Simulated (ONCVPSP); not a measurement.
**Cutoff test, nitrogen (N), ONCV**

nitrogen (N), optimised norm-conserving Vanderbilt (ONCV), made with ONCVPSP 4.0.1 (PW91, scalar-relativistic). Core [He], reference 2s2 2p3. Waves: 2s: rc 1.05 bohr, ncon 4, nbas 8, qcut 6.7 1/bohr, local; 2p: rc 2.40 bohr, ncon 4, nbas 9, qcut 5.1 1/bohr, 2 projectors, debl 1.1 Ha. Local part: the s channel. Core correction: Teter function, fcfact 4, rcfact 1.45.

**Question.** For each optimised wave give the share of its norm inside rc, the residual kinetic energy above qcut (Ha) and the cutoffs (Ha) for errors of 10, 1, 0.1 and 0.01 mHa per electron.

**Answer.**

| wave | norm inside rc | residual KE | 10 mHa | 1 mHa | 0.1 mHa | 0.01 mHa |
| --- | --- | --- | --- | --- | --- | --- |
| 2s | 0.372 | 1.5e-03 | 15.4 | 24.9 | 136.6 | 164.9 |
| 2p | 0.871 | 2.9e-05 | 8.2 | 10.3 | 11.9 | 24.1 |
| p projector 2 | 0.182 | 1.9e-04 | 8.8 | 11.3 | 15.1 | 54.1 |

The occupied waves need 25 Ha and 137 Ha for 1 and 0.1 mHa. Its largest configuration-test error is +4218 meV.
